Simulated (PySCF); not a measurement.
**Rh₃N, singlet: molecular constants**

These are results of B3LYP in PySCF with N def2-SVP, Rh def2-SVP with ECP28; scalar-relativistic core potentials, no spin–orbit coupling; density-fitted integrals, not measurements.

The structure is a minimum.

| Quantity | Value |
| --- | --- |
| Point group | D3h |
| Bond lengths | N–Rh 1.747 Å (×3), Rh–Rh 3.026 Å (×3) |
| Bond angles | N–Rh–Rh 30.0° (×6), Rh–N–Rh 120.0° (×3), Rh–Rh–Rh 60.0° (×3) |
| Highest occupied level | -4.81 eV |
| Atomisation energy without zero-point energy | 858 kJ/mol |
| Principal quadrupole moments (Buckingham, traceless) about the centre of mass | -12.91, 6.45, 6.45 D Å |
| Entropy at 298.15 K and 1 bar | 354.4 J/(mol K) |
| Zero-point energy | 14.1 kJ/mol |
| Enthalpy at 298.15 K above 0 K | 17.54 kJ/mol |
| Rotational symmetry number | 6 |
| Lowest empty level | -2.51 eV |
| Rotational constants | 0.03578, 0.03578, 0.01789 cm⁻¹ |
| Dipole moment | 0.00 D |
| Heat capacity Cp at 298.15 K | 68.8 J/(mol K) |
| Principal polarisabilities | 94.9, 142.7, 142.7 bohr³ |

Harmonic modes (masses in u: N 14.003, Rh 102.906):
| symmetry | ω (cm⁻¹) | IR (km/mol, summed over degenerate members) |
| --- | --- | --- |
| e' | 62 | 0.5 |
| a2'' | 74 | 11.2 |
| a1' | 314 | 0.0 |
| e' | 923 | 33.4 |

In D3h the vibrations span 2e' + a2'' + a1'. The a1' mode carries no infrared intensity, as symmetry demands.

Charges (e):
| atom | Mulliken | Löwdin | polar tensor | Mayer order to N1 |
| --- | --- | --- | --- | --- |
| N1 | -0.46 | 0.30 | 0.19 | – |
| Rh2,3,4 | 0.15 | -0.10 | -0.06 | 1.19 |
Other Mayer orders above 0.3: Rh–Rh 0.69 (×3).

Mulliken populations on N1: s 3.77, p 3.64, d 0.05.

Outer orbital energies (eV). occupied: -5.47, -5.12, -5.12, -5.11, -5.08, -4.94, -4.94, -4.81; empty: -2.51, -2.51, -1.83, -1.80.

Other isomers or separated fragments may lie lower.

The final relaxation and frequency run took 43 s on 2 threads of a shared Arm Neoverse V1 host, with 107 basis functions and 6 gradients; the process peaked at 1.2 GiB.
